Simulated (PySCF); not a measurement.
Species: TMS, C₄H₁₂Si.
Cartesian coordinates in Å at the GFN2-xTB level; atoms count from 1:
```xyz
17
C4H12Si angstrom
C     -0.4066   -1.2134   -1.4194
Si    -0.0012   -0.0007   -0.0018
C      0.0081    1.7855   -0.6754
C     -1.3198   -0.1549    1.3703
C      1.7161   -0.4155    0.7216
H     -1.3797   -1.0036   -1.8532
H     -0.4187   -2.2416   -1.0702
H      0.3270   -1.1480   -2.2173
H      0.2425    2.5019    0.1064
H     -0.9581    2.0579   -1.0892
H      0.7465    1.9077   -1.4621
H     -2.3121    0.0753    0.9941
H     -1.3509   -1.1605    1.7791
H     -1.1170    0.5258    2.1917
H      1.7463   -1.4264    1.1171
H      2.4931   -0.3368   -0.0328
H      1.9775    0.2592    1.5312
```

Computed, not measured: HCTH407/6-311+G(2d,p) in PySCF (dipole) on a GFN2-xTB geometry, gas phase.

Masses are those of the commonest isotopes; rigid-rotor values at the optimised geometry. 

Problem. What are A, B and C (GHz)?

Solution. Ia = 167.53, Ib = 167.76, Ic = 167.83 u·Å²; 505379 MHz·u·Å²/I gives 3017, 3012 and 3011 MHz, that is A = 3.0167, B = 3.0125, C = 3.0113 GHz.

Problem. What kind of rotor is it?

Solution. A spherical top, as the point group Td requires three equal moments; the computed ones differ by 0.18 % because the geometry is symmetric only within the optimiser's tolerance.

The point group Td allows no dipole (computed: 0.00 D), so a rigid rotor has no electric-dipole lines.

Stationary, but not proved a minimum. Zero-point vibration and centrifugal distortion are left out.
